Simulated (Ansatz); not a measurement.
H2SSn (SMILES [SH][SnH]) moved off its minimum; all values from Ansatz (a program for electronic structure), cores frozen in correlated methods. Elements past Kr take the def2 small-core potentials, without spin–orbit coupling.
(charge 0, multiplicity 1)
```xyz
4

Sn     0.2936    -0.4642     0.4459
H      0.4098    -1.6173    -1.0264
S     -0.3469     1.4432    -1.0619
H     -0.5473     2.1802    -0.1744
```

Forces at HF/def2-TZVPP (eV/Å):

| atom | Fx | Fy | Fz |
|---|---|---|---|
| Sn1 | -0.193 | -0.065 | -1.523 |
| H2 | -0.020 | 0.684 | 0.920 |
| S3 | 1.371 | -5.116 | -4.588 |
| H4 | -1.158 | 4.497 | 5.191 |

Give the forces (eV/Å), the total energy and the dipole at CCSD(T)/def2-TZVPPD.


| atom | Fx | Fy | Fz |
|---|---|---|---|
| Sn1 | -0.170 | 0.012 | -1.092 |
| H2 | -0.018 | 0.560 | 0.659 |
| S3 | 1.341 | -5.078 | -4.953 |
| H4 | -1.154 | 4.506 | 5.386 |
Energy -612.3738 hartree, dipole 2.24 D.
